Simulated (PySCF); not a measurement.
C2H6B, multiplicity 2. Atoms are numbered in the order given.

```xyz
9

C      1.3952     0.0124     0.0985
B      0.0000     0.0000    -0.5634
C     -1.3952    -0.0124     0.0985
H      1.6717    -1.0485     0.2031
H      2.1844     0.4745    -0.4969
H      1.4020     0.4369     1.1109
H     -1.4020    -0.4369     1.1109
H     -2.1844    -0.4745    -0.4969
H     -1.6717     1.0485     0.2031
```
Charge 0, spin multiplicity 2.

Geometry optimised at PBE0-D3(BJ)/def2-TZVP. The isomer is the one that the SMILES or the coordinates give; other isomers of the formula were not compared.

Level of theory: PBE/def2-TZVPD (PySCF).

Isolated molecule, no solvent.

```yaml
total_energy: -104.47464 hartree
point_group: C2
"α spin, highest occupied and lowest empty level": -3.78 and -1.90 eV
"β spin, highest occupied and lowest empty level": -7.90 and -1.68 eV
dipole_moment: 1.09 D
quadrupole, principal values (traceless, Buckingham form, about the centre of nuclear charge): -3.52, 1.28, 2.24 D·Å
mean_static_polarisability: 49.8 bohr³ (7.37 Å³)
polarisability_principal_values: 42.7, 50.4, 56.2 bohr³
"⟨S²⟩": 0.752 (pure state 0.75)
```
